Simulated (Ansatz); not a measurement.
Species: C2H5NO, SMILES `CNC=O` (C–N–C–O torsion 0°) (charge 0, multiplicity 1).

### Question
Give a relaxed geometry from B3LYP-D3(BJ)/def2-TZVP (Ansatz, a program for electronic structure).

### Answer
This is not unique; one that fits is the end point of this relaxation, one of several conformers (outside a Z-matrix the atoms follow the SMILES, hydrogens last).
Z-matrix (Å, degrees):
```
N
H 1 1.0060
C 1 1.3557 2 117.56
O 3 1.2127 1 125.56 2 179.99
H 3 1.1051 4 122.53 1 -179.99
C 1 1.4501 2 119.18 3 -180.00
H 6 1.0870 1 107.71 2 179.99
H 6 1.0918 7 108.97 1 120.61
H 6 1.0918 7 108.97 8 118.79
```
